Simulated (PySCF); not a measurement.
# Radial density of Re (rhenium, neutral)

wB97X-V, [Xe] 4f14 5d7, high-spin 4F determinant (an excited configuration). Computed with PySCF 2.14 in x2c-TZVPPall (11s7p7d3f1g, 97 functions), with the spin-free X2C one-electron Hamiltonian (Gaussian nucleus).

```json
{"r (bohr)": "0.0137", "4πr²ρ (e/bohr)": "103.5", "4πr²(ρα − ρβ)": "-0.0010"}
{"r (bohr)": "0.0231", "4πr²ρ (e/bohr)": "90.31", "4πr²(ρα − ρβ)": "-0.0012"}
{"r (bohr)": "0.0388", "4πr²ρ (e/bohr)": "118.3", "4πr²(ρα − ρβ)": "0.0066"}
{"r (bohr)": "0.0652", "4πr²ρ (e/bohr)": "132.9", "4πr²(ρα − ρβ)": "0.0641"}
{"r (bohr)": "0.110", "4πr²ρ (e/bohr)": "108.2", "4πr²(ρα − ρβ)": "0.1439"}
{"r (bohr)": "0.185", "4πr²ρ (e/bohr)": "116.0", "4πr²(ρα − ρβ)": "0.0015"}
{"r (bohr)": "0.310", "4πr²ρ (e/bohr)": "66.73", "4πr²(ρα − ρβ)": "0.1829"}
{"r (bohr)": "0.522", "4πr²ρ (e/bohr)": "63.80", "4πr²(ρα − ρβ)": "0.0614"}
{"r (bohr)": "0.878", "4πr²ρ (e/bohr)": "20.76", "4πr²(ρα − ρβ)": "0.5673"}
{"r (bohr)": "1.48", "4πr²ρ (e/bohr)": "9.219", "4πr²(ρα − ρβ)": "1.7752"}
{"r (bohr)": "2.49", "4πr²ρ (e/bohr)": "2.149", "4πr²(ρα − ρβ)": "0.8169"}
{"r (bohr)": "4.18", "4πr²ρ (e/bohr)": "0.3698", "4πr²(ρα − ρβ)": "0.1165"}
{"r (bohr)": "7.03", "4πr²ρ (e/bohr)": "0.01755", "4πr²(ρα − ρβ)": "0.0018"}
```

Densities and radii are taken from the X2C orbitals without a picture-change correction, which distorts them close to the nucleus.

Spin-orbit coupling, absent here, splits the open shell strongly.
